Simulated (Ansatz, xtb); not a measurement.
**C2HFSe: which of two isomers lies lower**

Structure I: `FC1=C[Se]1`, a singlet. Structure II: `FC#C[SeH]`, a singlet. Both are isolated molecules in the gas phase, relaxed with PBE0-D3(BJ)/def2-SVP.

I (Å):

```xyz
5

C    -2.5726    0.1349    3.7373
C    -2.5222   -0.9334    3.0279
F    -3.3236    1.0980    4.1622
Se   -0.7485   -0.4401    3.9021
H    -2.9218   -1.7061    2.3821
```

II (Å):

```yaml
atoms:
  - { symbol: C, position_ang: [-2.7954, 0.7238, 3.9854] }
  - { symbol: C, position_ang: [-2.5056, -0.4120, 3.6901] }
  - { symbol: F, position_ang: [-3.0969, 1.9231, 4.2852] }
  - { symbol: Se, position_ang: [-2.1152, -2.1703, 3.3797] }
  - { symbol: H, position_ang: [-1.6041, -1.9524, 2.0142] }
```

Energies in hartree; the thermal terms are from PBE0-D3(BJ)/def2-SVP harmonic frequencies (ideal gas, rigid rotor, one conformer each, 400 K, 1 atm) and include the zero-point energy:

```
                                 I            II
E, CCSD(T)/def2-TZVPP  −2576.414765  −2576.417340
    zero-point energy      0.022122      0.019584
         H(400 K) − E      0.029912      0.028280
         G(400 K) − E     −0.017758     −0.020636
```

Task: Work out ΔE, ΔE₀, ΔH and ΔG for I → II in kcal/mol (1 Eh = 627.51 kcal/mol) and the equilibrium ratio [II]/[I].

Result: 1. ΔE = −2576.417340 − (−2576.414765) = −0.002575 Eh = −1.62 kcal/mol.
2. ΔE₀ = ΔE + ΔZPE = −0.002575 + (−0.002538) Eh = −3.21 kcal/mol.
3. ΔH = ΔE + (−0.001632) Eh = −2.64 kcal/mol.
4. ΔG = ΔE + (−0.002878) Eh = −3.42 kcal/mol, so ΔS = (ΔH − ΔG)/T = +8.2 J/(mol K).
5. kT = 1.2667 mEh, so K = [II]/[I] = exp(−ΔG/kT) = exp(+4.30) ≈ 74.

Structure II is favoured at this temperature. An error of 1 kcal/mol in ΔG would change K by a factor of 3.5. Mirror images and further conformers aren't counted.

As drawn, II has 1 C≡C, 1 Se–H in place of 1 C=C, 1 C–Se, 1 C–H. Structure I has a 3-membered ring, II no ring.

Other levels gave ΔE = −6.6 (GFN2-xTB); −17.4 (HF/STO-3G, GFN2-xTB geometries); 0.0 (r2SCAN-D4/def2-SVP, GFN2-xTB geometries); −0.5 (PBE0-D3(BJ)/def2-SVP); −8.1 (HF/def2-TZVPP); −1.1 (MP2/def2-TZVPP) kcal/mol. The correlated steps freeze 12 core orbitals; the filled d shell of Se is correlated, in a basis made for valence electrons. Programs: Ansatz 0.2.0, xtb 6.7.1.
